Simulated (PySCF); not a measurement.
# Unknown compound

Molecular formula: C₅H₈O₂Si. Simulated spectra:

$^{1}$H NMR (500 MHz, computed): δ 5.01 (s, 3H), 4.07 (s, 2H), 2.32 (s, 3H).

$^{13}$C{$^{1}$H} NMR (computed): δ 192.7 (C), 107.6 (C), 83.8 (C), 74.8 (CH2), 5.6 (CH3).

PySCF 2.14 calculation with shieldings: GIAO PBE0/pcSseg-1 and coordinates at the GFN2-xTB level; one averaged value for each set of equivalent atoms, one computed conformer, non-relativistic Hamiltonian, isolated molecule.

Chemical shifts δ = σref − σ; $^{1}$H (31.72 ppm), $^{13}$C (186.93 ppm) against TMS, all at this level.

**Question.** Which candidate is it?
A. CC#CC(=O)C[SiH2]O
B. Cc1occc1[SiH2]O
C. CC#CC(=O)CO[SiH3]
D. C=C1CO[SiH2]C(=C)O1
E. C#CC(=O)O[SiH](C)C
F. Cc1cc([SiH2]O)co1

**Answer.** C. 

- Rings plus π bonds: 3 (no ring in the answer).
- 5 carbon signals for 5 carbons: no two carbons are equivalent.
- Carbon types of the structure: 3 × C, 1 × CH2, 1 × CH3, leaving 3 H on heteroatoms.
- δC 192.7: carbonyl carbon of an ynone.
- δC 107.6, 83.8: alkyne carbon.
- δC 74.8: sp3 CH2 bonded to O, α to a carbonyl; the inductive effect lowers its shielding.
- δC 5.6: propargylic methyl carbon; saturated and bonded to C and H only.
- δH 4.07: hydrogen on an sp3 CH2 bonded to O, α to a carbonyl; its carbon carries O, which withdraws density.

The others: C=C1CO[SiH2]C(=C)O1 would give 6 signals for carbon-bound and other non-exchanging H, not 3; CC#CC(=O)C[SiH2]O has carbons computed at 194.1, 99.7, 87.3, 41.2, 5.2; Cc1occc1[SiH2]O would give 4 signals for carbon-bound and other non-exchanging H, not 3; C#CC(=O)O[SiH](C)C would give 4 carbon signals, not 5; Cc1cc([SiH2]O)co1 would give 4 signals for carbon-bound and other non-exchanging H, not 3.

Shifts are as computed. Against solution values, carbons near 30 ppm lie about +3 ppm off and those near 130 ppm about +5 ppm. Of 1309 compounds with measured shifts, 239 miss one by over three times the rms of a fit or turn the order of signals round; such compounds aren't used in these exercises. Multiplicities follow the n + 1 count of equivalent neighbours, as no J values were calculated; m marks all less simple cases, F and P coupling included.
